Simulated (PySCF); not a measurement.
# Exercise with solution: chemical shift, span and skew from a shielding tensor

B(Cl)2(OSiH3) (BCl2H3OSi), SMILES O(B(Cl)Cl)[SiH3]. Atoms are numbered in the order given.

```xyz
8

B     -0.0950     0.4954     0.0000
Cl    -0.9115     2.0570     0.0000
Cl     1.6842     0.4503     0.0000
O     -0.8058    -0.6336     0.0000
Si    -0.3827    -2.2753     0.0000
H      0.4036    -2.5793     1.2234
H      0.4036    -2.5793    -1.2234
H     -1.6644    -3.0206     0.0000
```
Charge 0, spin multiplicity 1.

The structure is a stationary point at B3LYP-D3(BJ)/def2-SVP. The structure was generated by enumeration, and PubChem lists no compound with its InChIKey, so it may never have been made. The values are those of a single conformer.

GIAO shieldings from KT2/pcSseg-1 (PySCF), non-relativistic, no solvent. The symmetric part of the tensor of Si5 has the principal values 344.7, 358.3, 463.7 ppm. The same nucleus in TMS has σ = 361.9 ppm at this level (PySCF, at its B3LYP-D3(BJ)/def2-TZVP geometry). Without spin–orbit terms, shifts of atoms bonded to Cl or Br come out too high.

Q: Work out the isotropic shielding, the ²⁹Si shift against TMS, the span and the skew.

A: 
σ(iso) = (σ11 + σ22 + σ33)/3 = 388.9 ppm. δ = σ(ref) − σ(iso) = 361.9 − (388.9) = -27.0 ppm.
Span Ω = σ33 − σ11 = 119.0 ppm. Skew κ = 3(σ(iso) − σ22)/Ω = 0.77. Tumbling in solution averages the tensor to δ; in a static solid the shielding alone would spread this spin-1/2 line over Ω.
